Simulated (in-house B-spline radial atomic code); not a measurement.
A calculation on Au⁶⁺: its settings, and results tabulated from the run. All numbers are computed (scalar-relativistic (X2C) HSE06, spin-polarised, spherical fractional occupations, exact exchange averaged over the configuration; Fermi nucleus of rms radius 5.4371 fm) with a B-spline radial code for spherical atoms, not measured.

Command:
```bash
python run_scf.py task.json out
```
Settings (nuclear radius in fm, mass in u):
```
Z                79
configuration    [Xe] 4f14 5d5
hamiltonian      x2c
method           hse06
spin_polarised   True
nucleus          fermi
rms_radius       5.4371
atomic_mass      196.96657
speed_of_light   137.035999084
exact_exchange   averaged over the configuration
```

Output (hartree, bohr):
```
 radial grid: 67 intervals, B-splines of order 8, outer radius 21.6418 bohr

 iter        energy (Eh)    residual
    1      -19000.582278    6.84e-01
    2      -19004.064431    2.50e-01
    3      -19005.206254    4.72e-02
    4      -19005.241261    1.81e-02
    5      -19005.246412    5.79e-03
    6      -19005.246840    3.72e-04
    7      -19005.246840    2.80e-04
    8      -19005.246841    1.63e-05
    9      -19005.246841    1.84e-06
   10      -19005.246841    3.61e-08

 total energy                    -19005.24684
 kinetic                           21844.5148
 electron-nucleus                 -47659.2549
 Hartree                            7176.0031
 exact exchange                      -89.2575
 exchange-correlation               -277.2522

 orbital      occ     eigenvalue          <r>       <r^2>       <1/r>       r_max
 1s up      1.000     -2966.8617    0.0160219 0.000362494     106.395    0.009431
 1s down    1.000     -2966.8622    0.0160219 0.000362493     106.395    0.009431
 2s up      1.000      -527.5086    0.0702558  0.00590811     24.9968     0.05998
 2s down    1.000      -527.4854    0.0702548  0.00590797     24.9974     0.05998
 2p up      3.000      -458.4770    0.0636128  0.00496479     20.2991     0.04915
 2p down    3.000      -458.4563    0.0636113  0.00496458     20.2996     0.04915
 3s up      1.000      -127.6644     0.183191   0.0385291     8.97155      0.1697
 3s down    1.000      -127.6566     0.183183   0.0385248     8.97177      0.1697
 3p up      3.000      -107.4448      0.18417   0.0394494      7.7327      0.1686
 3p down    3.000      -107.4356     0.184159   0.0394437     7.73293      0.1686
 3d up      5.000       -84.8959     0.167643   0.0329189      7.1537      0.1376
 3d down    5.000       -84.8772     0.167654   0.0329222     7.15314      0.1376
 4s up      1.000       -30.6188      0.40694    0.187064      3.7333      0.3832
 4s down    1.000       -30.5947     0.407031    0.187128     3.73154      0.3833
 4p up      3.000       -23.9185     0.432189    0.212477     3.26383      0.4022
 4p down    3.000       -23.8953     0.432233    0.212469     3.26243      0.4024
 4d up      5.000       -15.6021     0.458103    0.242586     2.89418      0.4107
 4d down    5.000       -15.5712      0.45806    0.242416     2.89316       0.411
 5s up      1.000        -7.4079     0.921156    0.948781     1.49815      0.8501
 5s down    1.000        -7.2309     0.913304    0.933291     1.51697      0.8442
 5p up      3.000        -5.5617      1.03895     1.21114     1.27756      0.9456
 5p down    3.000        -5.3332      1.03192     1.19664     1.29146      0.9378
 4f up      7.000        -6.4553      0.49711    0.298696     2.46492      0.3761
 4f down    7.000        -6.4238     0.494082    0.294088      2.4737       0.376
 5d up      5.000        -3.3112      1.29515     1.90036    0.996426       1.138

 Slater integrals (Eh)
   F0(5p up,5p up)               0.864925
   F2(5p up,5p up)               0.470241
   F0(5p up,5p down)             0.867839
   F2(5p up,5p down)             0.471019
   F0(5p up,5d up)               0.763385
   F2(5p up,5d up)               0.394839
   G1(5p up,5d up)               0.482293
   G3(5p up,5d up)               0.302823
   F0(5p down,5p down)           0.870804
   F2(5p down,5p down)           0.471873
   F0(5p down,5d up)             0.765142
   F2(5p down,5d up)             0.393992
   F0(5d up,5d up)               0.694827
   F2(5d up,5d up)               0.372304
   F4(5d up,5d up)               0.251725
```

Time taken, with all properties: 1.7 s on 1 thread of Intel(R) Xeon(R) Platinum 8488C (shared host).

One-electron X2C: radii and densities carry no picture-change correction, so inner-shell <1/r> comes out high (for 1s by about 2 % at Z = 33, 5 % at 54, 10 % at 75, 30 % at 118) and <r> low.
